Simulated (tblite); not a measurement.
Start geometry of `COC1=CC(Cl)=NC=[C]1` [radical] from a force field or distance geometry (Å):
```
atom  x, y, z in Å
C1    -2.425    0.214    0.074
O2    -1.523   -0.867    0.071
C3    -0.184   -0.574   -0.073
C4     0.656   -1.667   -0.072
C5     2.015   -1.461   -0.208
N6     2.568   -0.240   -0.380
C7     1.720    0.806   -0.388
Cl8    2.473    2.338   -0.587
C9     0.350    0.698   -0.239
H10   -2.241    0.900    0.911
H11   -3.443   -0.193    0.208
H12   -2.416    0.742   -0.882
H13    2.705   -2.293   -0.201
H14   -0.257    1.596   -0.262
```

**Question.** What comes out of this run: tblite, GFN2-xTB geometry optimisation, gas phase?

**Answer.** 
```
atom  x, y, z in Å
C1    -2.4341    0.2295    0.0731
O2    -1.5174   -0.8420    0.0737
C3    -0.2104   -0.5828   -0.0757
C4     0.6897   -1.6386   -0.0700
C5     2.0280   -1.4786   -0.2126
N6     2.5318   -0.2516   -0.3689
C7     1.7158    0.7740   -0.3802
Cl8    2.4501    2.3200   -0.5866
C9     0.3379    0.6981   -0.2402
H10   -2.2394    0.9226    0.8971
H11   -3.4129   -0.2270    0.2088
H12   -2.4149    0.7722   -0.8767
H13    2.7396   -2.2882   -0.2090
H14   -0.2644    1.5920   -0.2597
```

The energy falls by 0.149 eV over 17 L-BFGS steps, the largest force on an atom goes from 2.02 to 0.009 eV/Å, and the atoms move by 0.030 Å rms after alignment. Among the bonds, O2–C3 and N6–C7 change most and about equally (-0.037 Å). Bonds longer at the end by more than 0.005 Å: 4 of 14; shorter: 6. Among the angles that change most is C3–C4–C5, from 118.7° to 123.4°. Rotational constants go from 2506, 961.2, 697.9 to 2493, 977.0, 705.1 MHz. The orientation of the end geometry is arbitrary; only internal coordinates are fixed.

The run took 0.13 s on one thread of an Arm Neoverse V1, on a shared host.

Its GFN2-xTB frequencies are all real (lowest 105 cm⁻¹).

One conformer stands for the species.

All values are computed, not measured.
